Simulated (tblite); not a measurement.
Species: C6H13FOSi.
SMILES with atom numbers: `[CH3:1][CH2:2]/[C:3](=[CH:4]/[SiH2:5][CH2:6][F:7])[O:8][CH3:9]` (hydrogens: H10, H11, H12 on C1; H13, H14 on C2; H15 on C4; H16, H17 on Si5; H18, H19 on C6; H20, H21, H22 on C9)

Structure used (GFN2-xTB), in Å, numbered top down from 1:
```xyz
22
C6H13FOSi angstrom
C     -2.4277   -1.0687    0.7071
C     -1.9597    0.3093    0.2578
C     -0.5016    0.3806   -0.1055
C      0.3962   -0.5976    0.0400
Si     2.1673   -0.3068   -0.4710
C      3.1656   -1.8438    0.1120
F      2.6355   -3.0072   -0.4172
O     -0.0236    1.5403   -0.6596
C     -0.7811    2.7238   -0.6123
H     -3.4950   -1.0424    0.9163
H     -2.2482   -1.8069   -0.0701
H     -1.9118   -1.3788    1.6120
H     -2.5478    0.6156   -0.6137
H     -2.1622    1.0330    1.0549
H      0.0785   -1.5531    0.4192
H      2.7870    0.8417    0.2039
H      2.3352   -0.1887   -1.9232
H      4.2067   -1.8089   -0.2141
H      3.1535   -1.9731    1.1971
H     -0.1584    3.4838   -1.0823
H     -0.9999    3.0267    0.4170
H     -1.7192    2.6404   -1.1697
```

All values are computed: GFN2-xTB (tblite) harmonic vibrations without scaling, gas phase. Errors from tens to a few hundred cm⁻¹ against measured bands are possible. Modes of hydrogen on silicon can be 10 to 20 % off. One conformer, not necessarily the lowest.

Harmonic wavenumbers (cm⁻¹): 26.6, 39.8, 61.5, 74.3, 91.4, 131.4, 154.5, 206.4, 221.6, 273.4, 281.4, 312.2, 453.3, 464.7, 517.8, 535.7, 586.5, 649.5, 716.9, 748.1, 760.2, 776.5, 785.1, 822.3, 884.2, 1014.7, 1025.9, 1070.8, 1084.1, 1105.7, 1116.0, 1140.5, 1164.1, 1212.8, 1246.1, 1249.0, 1283.9, 1349.0, 1405.2, 1411.5, 1457.1, 1459.0, 1475.3, 1480.6, 1501.3, 1508.0, 1651.7, 2208.0, 2232.2, 2925.8, 2929.8, 2941.6, 2952.6, 2953.7, 2970.5, 3023.9, 3033.3, 3045.3, 3047.1, 3118.1.

A = 1954, B = 685.2, C = 524.5 MHz; mass 148.072 u (most abundant isotopes); point group C1, symmetry number 1.

Problem. Zero-point energy?

Solution. Half the sum of the wavenumbers: 38185 cm⁻¹ = 456.79 kJ/mol.

Problem. Give the ideal-gas entropy at 298.15 K and 1 bar in the rigid-rotor, harmonic-oscillator model (classical rotation).

Solution. Translation 171.19, rotation 127.63, vibration 181.48: S = 480.3 J/(mol K).

Problem. And Cp and H(298.15 K) − H(0)?

Solution. Cp = 192.73 J/(mol K), of which vibrations give 159.47 (their classical limit is 60 R = 498.9); H(298.15 K) − H(0) = 35.97 kJ/mol without the zero-point energy, 26.05 from vibrations.

Problem. What must be added to the electronic energy to get the Gibbs energy at 298.15 K and 1 bar?

Solution. ZPE + [H(298.15 K) − H(0)] − T·S = 456.79 + 35.97 − 143.20 = 349.56 kJ/mol.

Problem. Blend soft modes into free rotors: weight 1/[1 + (100 cm⁻¹/ν̃)⁴] for the oscillator and the rest for a rotor with moment μB/(μ + B), μ = h/(8π²ν), B = 10⁻⁴⁴ kg m². What vibrational entropy results?

Solution. 158.64 J/(mol K) in place of 181.48, which changes −T·S at 298.15 K by +6.81 kJ/mol.

Problem. Which modes carry the vibrational entropy at 298.15 K?

Solution. 26.6 cm⁻¹: 25.39; 39.8 cm⁻¹: 22.05; 61.5 cm⁻¹: 18.45; 74.3 cm⁻¹: 16.89; 91.4 cm⁻¹: 15.19; 131.4 cm⁻¹: 12.24 J/(mol K); the other 54 give 71.28 together.

Problem. How do the functions run with temperature in this model?

Solution. 
| T (K) | S (J/(mol K)) | Cp (J/(mol K)) | H − H(0) (kJ/mol) | G − H(0) (kJ/mol) | ln q(vib) |
| --- | --- | --- | --- | --- | --- |
| 50 | 269.9 | 72.3 | 2.59 | -10.91 | 1.44 |
| 100 | 329.2 | 100.7 | 6.95 | -25.97 | 3.67 |
| 373.15 | 527.3 | 227.4 | 51.73 | -145.04 | 13.91 |
| 500 | 601.3 | 278.9 | 83.96 | -216.69 | 18.12 |
| 750 | 729.4 | 352.6 | 163.56 | -383.48 | 25.87 |
| 1000 | 838.0 | 401.4 | 258.20 | -579.75 | 32.95 |

q(vib) and H(0) count from the zero-point level.

Hindered rotation and anharmonicity are outside this model. Other conformers, if any are populated, would add a mixing term that is left out. The structure is chiral; the term R ln 2 for an equal mix with its mirror image is left out.
